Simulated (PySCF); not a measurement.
Spin-orbit coupling and the third ionisation energy along the lanthanides

Two-component X2C-1e calculated with PySCF 2.14: MP2 on generalised Hartree-Fock spinors (GMP2), with spin-orbit coupling off and on (screened by Boettger's factors); no Breit or QED terms. Values in eV; the references (NIST) lie between the lowest levels. Elements whose determinants are no pure J levels are left out.

| element | configurations | spin-free | with spin-orbit | shift | reference |
| --- | --- | --- | --- | --- | --- |
| Tb (x2c-SVPall-2c, [Ar] 3d10 frozen) | [Xe] 4f9 → [Xe] 4f8 | 20.940 | 21.050 | 0.110 | 21.82 ± 0.03 (s) |
| Dy (x2c-SVPall-2c, [Ar] 3d10 frozen) | [Xe] 4f10 → [Xe] 4f9 | 22.457 | 22.432 | -0.024 | 22.89 ± 0.03 (s) |
| Ho (x2c-SVPall-2c, [Ar] 3d10 frozen) | [Xe] 4f11 → [Xe] 4f10 | 22.833 | 22.625 | -0.207 | 22.79 ± 0.03 (s) |
| Er (x2c-SVPall-2c, [Ar] 3d10 frozen) | [Xe] 4f12 → [Xe] 4f11 | 23.104 | 22.783 | -0.321 | 22.7 ± 0.03 (s) |
| Tm (x2c-SVPall-2c, [Ar] 3d10 frozen) | [Xe] 4f13 → [Xe] 4f12 | 24.558 | 24.094 | -0.464 | 23.66 ± 0.03 (s) |
| Yb (x2c-SVPall-2c, [Ar] 3d10 frozen) | [Xe] 4f14 → [Xe] 4f13 | 26.465 | 25.820 | -0.645 | 25.053 ± 0.025 (s) |
| Lu (x2c-SVPall-2c, [Ar] 3d10 frozen) | [Xe] 4f14 6s1 → [Xe] 4f14 | 20.477 | 20.479 | 0.002 | 20.959 |

The largest shift is at Yb, -0.645 eV, where spin-orbit coupling lowers the species with fewer electrons by more than the one with more (starting occupations closed and 4f5/2^6 4f7/2^7).

What remains against the references is mostly the basis and correlation beyond MP2. References marked (s) are semi-empirical, (t) theoretical.
